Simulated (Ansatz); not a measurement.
Ansatz (an electronic-structure program) input:
A basis named .json is the Basis Set Exchange file of that set.

Ansatz 0.2 input:
```yaml
crystal:
  periodic: [false, false, false]
  atoms:
    - {symbol: Ge, position_ang: [-0.13787901, -0.70653447, -0.11847276]}
    - {symbol: O, position_ang: [1.70995650, -0.50860189, -0.37761207]}
    - {symbol: Cl, position_ang: [-0.66448713, 1.62851734, 0.29063880]}
    - {symbol: H, position_ang: [-0.04865765, -0.97579602, 1.49866258]}
    - {symbol: H, position_ang: [2.07741535, -0.03108058, 0.37250271]}
basis:
  gaussian:
    orbitals: def2-TZVPPD.json
    fitting: {mean_field: def2-universal-jkfit, correlation: def2-TZVPPD-RIFIT.json}
total_charge: -1
magnetization: {spin_polarized: false}
correlation: {method: mp2, electrons: outside_noble_gas}
```

Question: What final total energy does it print?

Answer: -2611.60093 Eh (RI-MP2/def2-TZVPPD). The basis has 179 functions.

It need not be the lowest isomer of its formula. Whether it binds its extra electron was not tested at this geometry.
